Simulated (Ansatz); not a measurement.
Two members of one family (Same ligands, another metal), computed with Ansatz in the gas phase. The two geometries come from different levels. HOMO and LUMO are taken over both spins. Binding counts from free atoms in the multiplicity of their measured ground term, without zero-point energy. The spins of the ions were chosen, not always searched. A dash marks a value that wasn't run or was left out as unsound. The structures are stationary points that may keep the symmetry of their start. Remarks come from the PBE and PBE0 runs and from stability tests at other levels; not every state was tested. A HOMO above zero means that the electron is unbound at that level and held by the basis, or that self-interaction error raises the level; the energy of removing that electron tells which. HOMO above LUMO (over both spins in singlets and doublets, within one spin in higher multiplets; at PBE or PBE0), or a gap under 0.15 eV within one spin, warns that the state may not be the lowest or that an electron is smeared out.

First: CuCl2 (doublet, charge 0, r2SCAN-D4/def2-TZVP geometry; reduced ion singlet).

```xyz
3

Cu    0.000    0.000    0.000
Cl    0.256    1.687   -1.152
Cl   -0.256   -1.687    1.152
```

| level | HOMO (eV) | LUMO (eV) | gap (eV) | vertical EA (eV) | binding per atom (eV) |
| --- | --- | --- | --- | --- | --- |
| PBE-D4/def2-TZVP | -7.07 | -7.07 | 0.00 | – | 2.22 |
| PBE-D4/def2-TZVPD | -7.16 | -7.15 | 0.01 | 3.89 | 2.23 |
| r2SCAN-D4/def2-TZVPD | -7.49 | -7.15 | 0.34 | 3.93 | 2.26 |
| HSE06-D4/def2-TZVP | -8.44 | -6.55 | 1.89 | – | 2.05 |
| LC-ωPBE/def2-TZVP | -11.50 | -4.45 | 7.05 | – | 1.95 |

Metal–donor distances: 2 × Cl 2.06 Å. Remarks: near-degenerate levels, HOMO above LUMO, gap within one spin near zero.

Second: MnCl2 (sextet, charge 0, PBE-D4/def2-TZVP geometry; reduced ion quintet).

Cartesian coordinates in Å:
```
Mn -0.004 -0.004 0.003
Cl 0.899 -1.688 -1.017
Cl -0.895 1.692 1.014
```

Estimate how these quantities change from the first to the second (second minus first).


| level | Δ HOMO (eV) | Δ LUMO (eV) | Δ gap (eV) | Δ vertical EA (eV) | Δ binding per atom (eV) |
| --- | --- | --- | --- | --- | --- |
| PBE-D4/def2-TZVP | 0.22 | 2.63 | 2.41 | – | 0.71 |
| PBE-D4/def2-TZVPD | 0.21 | 2.63 | 2.43 | -2.29 | 0.70 |
| r2SCAN-D4/def2-TZVPD | 0.10 | 3.42 | 3.32 | -2.63 | 0.67 |
| HSE06-D4/def2-TZVP | 0.33 | 3.22 | 2.89 | – | 0.75 |
| LC-ωPBE/def2-TZVP | 0.25 | 3.61 | 3.37 | – | 0.91 |

Metal–donor distances: 2 × Cl 2.17 Å. Remarks: spin-contaminated (⟨S²⟩ up to 2.69) (doublet), spin-contaminated (⟨S²⟩ up to 4.72) (quartet), HOMO above zero (-1 quintet), spin-contaminated (⟨S²⟩ up to 6.20) (-1 quintet).
